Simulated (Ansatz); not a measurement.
Reaction (ligand exchange at the Si–C bond): `CC([SiH3])=S` + `[OH][Ga]([OH])[OH]` → `[OH][Ga]([OH])[O][SiH3]` + `CC=S`

Program: Ansatz. Geometries: PBE0-D4/def2-TZVP. ΔE: electronic, gas phase. CCSD(T)/CBS adds triple-zeta CCSD(T) − MP2 to the extrapolated MP2 energy (def2 sets, frozen cores). DFT in def2-TZVPP. For Ga outer-core shells are correlated without core-valence functions, which leaves a few kJ/mol of doubt a bond. Scalar relativity is left out up to krypton. Each species was taken in one conformer, which may not be the lowest.

```
       level  ΔE (kJ/mol)
      PBE-D4        -88.8
HF/CBS(def2)       -139.0
```

Question: What does CCSD(T)/CBS give? (Best estimate.)

Answer: The calculation gave: -105.2 kJ/mol. The listed levels differ from it by 16.4, -33.8 kJ/mol.

Largest T1 diagnostic among the species: 0.016.

In def2-TZVPP, CCSD(T) changes the Hartree–Fock value by +29.1 kJ/mol (the triples alone add +5.0 kJ/mol) and MP2 by +30.3 kJ/mol. The D4 term adds +3.7 kJ/mol with B3LYP and +1.8 kJ/mol with PBE0; it sums over pairs of atoms, weighted by their polarisabilities, and B3LYP, whose exchange is more repulsive, gets the larger term.

B3LYP here is the variant with VWN-RPA as its local correlation; programs differ in this.
